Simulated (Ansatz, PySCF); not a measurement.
Complex: H2 (SMILES [H][H]) (first 2 atoms) with CH2O2 (SMILES O=CO); geometry from B3LYP-D3(BJ)/def2-TZVP, rigid monomers moved along the line of their centres of mass till H2···H7 is 2.01 Å.
(charge 0, multiplicity 1):
```xyz
7

H      0.01501     0.41293    -0.44022
H     -0.07755    -0.19628    -0.01959
O     -0.14414    -1.16309     2.49296
C      0.06469    -0.15674     3.10809
O      0.26081     1.05522     2.56568
H      0.12468    -0.08717     4.20172
H      0.20202     0.96130     1.59949
```

Counterpoise-corrected where a basis set is named; no monomer relaxation.

Frozen-core correlation. CBS: X⁻³ extrapolation of the correlation energy, Hartree–Fock from the larger set.

The values were computed with Ansatz (Gaussian orbitals); PySCF for the dispersion terms. 

PBE/def2-TZVPPD gives -0.74 kcal/mol for the interaction energy.

Question: Where do these levels fall relative to PBE: PBE-D3(BJ)/def2-TZVPPD, r2SCAN/def2-TZVPPD, B3LYP/def2-TZVPPD, wB97M-V/def2-TZVPPD, MP2/CBS(aug-cc-pVDZ, aug-cc-pVTZ), CCSD(T)/CBS(aug-cc-pVDZ, aug-cc-pVTZ).

Answer: PBE-D3(BJ)/def2-TZVPPD -0.47; r2SCAN/def2-TZVPPD 0.10; B3LYP/def2-TZVPPD 0.56; wB97M-V/def2-TZVPPD -0.08; MP2/CBS(aug-cc-pVDZ, aug-cc-pVTZ) -0.07; CCSD(T)/CBS(aug-cc-pVDZ, aug-cc-pVTZ) -0.18 kcal/mol. 2 of 6 lie above PBE; the widest gap is to B3LYP/def2-TZVPPD.

Ansatz is a first-principles code.
